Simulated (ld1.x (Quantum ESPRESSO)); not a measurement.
**Pseudopotential generation for zinc: TM, PBE, scalar-relativistic.**

```
Element                 : Zn (Z = 30)
Generator               : ld1.x (Quantum ESPRESSO) 7.5
Type                    : norm-conserving Troullier–Martins (Kleinman–Bylander form)
Functional              : PBE
Relativity              : scalar-relativistic
Frozen core             : [Ne] 3s2
Valence charge          : 18
Reference configuration : 3p6 3d10 4s2 4p0
Partial waves           : 4s (bound): rc 2.35 bohr; 3p (bound): rc 0.95 bohr; 3d (bound): rc 0.75 bohr
Local potential         : the d channel
Core correction         : a·sin(br)/r model core inside 0.40 bohr
```

All-electron outer shells of the reference configuration (PBE, scalar-relativistic, ld1.x):

| shell | level (eV) | outermost node (bohr) | outermost maximum (bohr) |
| --- | --- | --- | --- |
| 2p | -1004.03 | – | 0.15 |
| 3s | -129.23 | 0.28 | 0.59 |
| 3p | -83.40 | 0.25 | 0.59 |
| 3d | -10.14 | – | 0.57 |
| 4s | -5.98 | 0.85 | 2.09 |
| 4p | -1.12 | 0.92 | 3.08 |

Calculated quality:

```
Cutoffs needed      : over 300 Ry and over 300 Ry (the cutoffs (Ry, on a coarse ladder) from which the occupation-weighted sum of valence levels, in a spherical-Bessel basis at the reference potential, stays within 10 and 1 mRy of its value at 400 Ry)
Ghost test          : ghost state, extra bound levels that the all-electron valence spectrum of the same l lacks: s at -661.4 eV; a true bound ghost makes a file unfit for plane-wave use (spherical-Bessel basis up to 400 Ry, 20 bohr box)
Configuration tests : 2 of 7 tests not solved or not reliable; not counted: 3p6 3d9 4s2 4p1 (solver errors, printed error -28.3 eV); 3p5 3d10 4s2 4p0 (solver errors, printed error -19.3 eV)
```

Generation and tests took about 1.8 s on one core of a shared server CPU.
